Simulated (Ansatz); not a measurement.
One change: `[SiH3][B](Cl)[GaH2]` becomes `FC[B](Cl)[GaH2]`.

Ansatz, PBE0-D4/def2-TZVP geometries, multiplicity 1. Each molecule was computed in one conformer, which needn't be the lowest.

Scalar relativity is left out up to krypton.

```tsv
property	`[SiH3][B](Cl)[GaH2]`
HOMO–LUMO gap (ωB97M-V/def2-TZVPP) / eV	8.60
size of the dipole moment (PBE/def2-TZVPP) / D	0.12
size of the dipole moment (B3LYP/def2-TZVPP) / D	0.18
HOMO energy (PBE0/def2-TZVPP) / eV	-6.99
HOMO–LUMO gap (PBE0/def2-TZVPP) / eV	4.54
HOMO–LUMO gap (PBE/def2-TZVPP) / eV	2.54
```

Problem. Give the same properties after the change, and the shifts. (Estimate.)

Solution. The calculation gave: 
| property | `FC[B](Cl)[GaH2]` | shift |
| --- | --- | --- |
| HOMO–LUMO gap (ωB97M-V/def2-TZVPP) / eV | 9.58 | 0.98 |
| size of the dipole moment (PBE/def2-TZVPP) / D | 1.30 | 1.18 |
| size of the dipole moment (B3LYP/def2-TZVPP) / D | 1.36 | 1.18 |
| HOMO energy (PBE0/def2-TZVPP) / eV | -7.45 | -0.46 |
| HOMO–LUMO gap (PBE0/def2-TZVPP) / eV | 5.57 | 1.03 |
| HOMO–LUMO gap (PBE/def2-TZVPP) / eV | 3.47 | 0.93 |

With PBE0 the HOMO falls by 0.46 eV and the LUMO rises by 0.57 eV, so the gap widens by about 1.03 eV. PBE moves the HOMO by -0.37 eV and ωB97M-V by -0.52 eV. Dipoles are sizes alone; their direction can turn.

Positive LUMOs are unbound, so they and the gaps depend on the basis.

B3LYP here is the variant with VWN-RPA as its local correlation; programs differ in this.
